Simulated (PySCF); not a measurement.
**SbH5: BP86 against PBE0**

Base calculation in PySCF with density fitting and no spin–orbit coupling, BP86/def2-TZVP (scalar-relativistic core potentials): singlet, D3h, Sb–H 1.729 Å (×3), Sb–H 1.786 Å (×2); wavenumbers 405 (×2), 807 (×2), 871, 1034 (×2), 1572, 1602, 1822 (×2), 1850 cm⁻¹; gap between the highest occupied and lowest empty levels 3.67 eV, polar-tensor charge of Sb 1.49 e, atomisation energy (no zero-point energy) 1104 kJ/mol.

Problem. What changes on going to PBE0/def2-TZVP (scalar-relativistic core potentials)?

Solution. The point group stays the same. Changes: mean bond to Sb -0.018 Å, highest wavenumber +104 cm⁻¹, lowest wavenumber +37 cm⁻¹, gap between the highest occupied and lowest empty levels +2.01 eV, polar-tensor charge of Sb +0.06 e, atomisation energy (no zero-point energy) -78 kJ/mol. The new structure has Sb–H 1.710 Å (×3), Sb–H 1.771 Å (×2), with wavenumbers 442 (×2), 839 (×2), 892, 1069 (×2), 1643, 1689, 1928 (×2), 1954 cm⁻¹.

The structures come from searches over a few start shapes, so lower isomers are not excluded.
